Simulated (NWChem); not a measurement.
Atomisation of HBN

SMILES: B=[N]
```xyz
3

B      0.0000     0.0000    -0.6201
N      0.0000     0.0000     0.7021
H      0.0000     0.0000    -1.8147
```
Charge 0, spin multiplicity 2.

All runs are NWChem calculations. The geometry was optimised at UPBE/def2-SVP, a minimum by its harmonic frequencies.

Basis set: def2-TZVP. The atomisation energy is electronic alone: no zero-point, thermal, spin-orbit or counterpoise terms. No value is extrapolated to the basis-set limit. Free atoms are single determinants with multiplicities B 2, N 4, H 2.

B3LYP has NWChem's definition, with VWN1-RPA local correlation. The structure started from a generated list of species. The unpaired electrons of the parent sit in orbitals of symmetry b1 (C2v labels of the run); other states weren't searched. No SCF solution was tested for a lower state.

Order these methods by the atomisation energy they give, lowest first: PBE, PBE0, LDA (SVWN5), B3LYP, BP86, BHandHLYP.

BHandHLYP (211.1 kcal/mol), PBE0 (220.2 kcal/mol), B3LYP (223.8 kcal/mol), PBE (230.5 kcal/mol), BP86 (232.6 kcal/mol), LDA (SVWN5) (253.9 kcal/mol)
